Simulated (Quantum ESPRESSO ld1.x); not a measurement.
Question: Species: Ag2+. Configuration: [Kr] 4d8 5p1 (not the ground configuration). Calculated with ld1.x of Quantum ESPRESSO 7.5: Dirac Kohn-Sham, PBEsol, spin-unpolarised, spherical densities, point nucleus; open shells fill j = l - 1/2 first. Some entries of the table are withheld. Estimate them.

| orbital | occ. | eigenvalue (eV) | <r^2> (bohr^2) |
|---|---|---|---|
| 1s1/2 | 2 | -25330.8 | 0.001309 |
| 2s1/2 | 2 | -3754.27 | (1) |
| 2p1/2 | 2 | -3491.39 | 0.01600 |
| 2p3/2 | 4 | -3316.22 | 0.01733 |
| 3s1/2 | 2 | -712.172 | 0.1555 |
| 3p1/2 | 2 | -607.625 | 0.1509 |
| 3p3/2 | 4 | -576.701 | 0.1600 |
| 3d3/2 | 4 | -391.499 | 0.1409 |
| 3d5/2 | 6 | -385.268 | 0.1437 |
| 4s1/2 | 2 | -123.708 | 0.9295 |
| 4p1/2 | 2 | -90.5290 | (2) |
| 4p3/2 | 4 | -85.2948 | (3) |
| 4d3/2 | 4 | -34.4932 | 1.873 |
| 4d5/2 | 4 | -33.8323 | 1.917 |
| 5p1/2 | 1 | -16.6290 | 9.322 |
| 5p3/2 | 0 | -16.1036 | 9.832 |

Answer: 
(1) 2s1/2 <r^2> (bohr^2): 0.02142
(2) 4p1/2 <r^2> (bohr^2): 1.071
(3) 4p3/2 <r^2> (bohr^2): 1.138
